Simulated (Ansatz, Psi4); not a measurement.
How basis sets differ on GeO (SMILES [O]=[Ge])

GeO: 2 atoms, total charge 0, spin state singlet. As SMILES, `[O]=[Ge]`. The shape is that of a PBE0-D4/def2-TZVP optimisation.

```xyz
2

O     0.0000    0.0000   -0.0230
Ge    0.0000    0.0000    1.5995
```

Quantity: the vertical ionisation energy (to the doublet cation), in eV. The values are calculated.

```tsv
level	kind	program	value (eV)	CPU time (all runs)
HF/STO-3G	Hartree–Fock	Psi4	5.52	7.6 s
HF/3-21G	Hartree–Fock	Psi4	9.04	8 s
HF/cc-pVDZ	Hartree–Fock	Ansatz	9.05	2.1 s
HF/cc-pVTZ	Hartree–Fock	Ansatz	9.01	4.8 s
HF/cc-pVQZ	Hartree–Fock	Ansatz	9.02	14 s
HF/cc-pV5Z	Hartree–Fock	Ansatz	9.03	36 s
```

All-electron rows without a relativistic Hamiltonian named are non-relativistic. The values span 5.52 to 9.05 eV. Without the sets that lack polarisation functions the rows with a basis span only 9.01 to 9.05 eV. Times are those of the runs behind each value, whatever else they computed, on shared processors of several kinds: orders of magnitude only.
